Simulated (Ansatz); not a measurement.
A made-up structure of CH$_{4}$OSn, singlet:

| atom | x (Å) | y (Å) | z (Å) |
| --- | --- | --- | --- |
| C1 | -0.8256 | -0.5082 | -0.5723 |
| O2 | -0.2972 | -1.0752 | 0.4726 |
| Sn3 | 0.7396 | 0.8595 | 0.2050 |
| H4 | -0.5552 | -0.8560 | -1.5775 |
| H5 | -1.8118 | -0.0328 | -0.4952 |
| H6 | -1.2353 | -1.2313 | -1.2303 |
| H7 | 2.3176 | 0.1890 | 0.1723 |

It is relaxed with PBE-D4/def2-SVP and then PBE0-D4/def2-TZVP (Ansatz 0.2.0). Atoms count as bonded within 1.22 times the sum of their covalent radii (H–H: 0.88 Å). The end point is not checked to be a true minimum.

(1) Does its bonding change? (A judgement: the text doesn't fix the answer.)

Answers

(1) Computed: Yes. Formed: none; broken: C1–Sn3, H4–H6.

Where it ends: The first stage lowers the energy by 4.07 eV in 14 steps. It ends as CH₄OSn ([CH3][O][SnH]):
C1  (-0.954, -0.704, -0.742)
O2  (-0.535, -0.317, 0.538)
Sn3  (1.209, 0.434, 1.063)
H4  (-0.180, -0.543, -1.504)
H5  (-1.846, -0.137, -1.030)
H6  (-1.221, -1.768, -0.741)
H7  (1.859, 0.380, -0.609)
(Å)

Labels in which every atom is bracketed show which atoms are joined, not bond orders.

For scale, one of the runs: PBE0-D4/def2-TZVP relaxation, 136 basis functions, launched by `ansatz run in.yaml --threads 2 --pin off --events-out ev --progress --plain --max-ram 4352MiB`. The run took about 16 s on 2 CPU threads of an Arm Neoverse V2 (shared host).
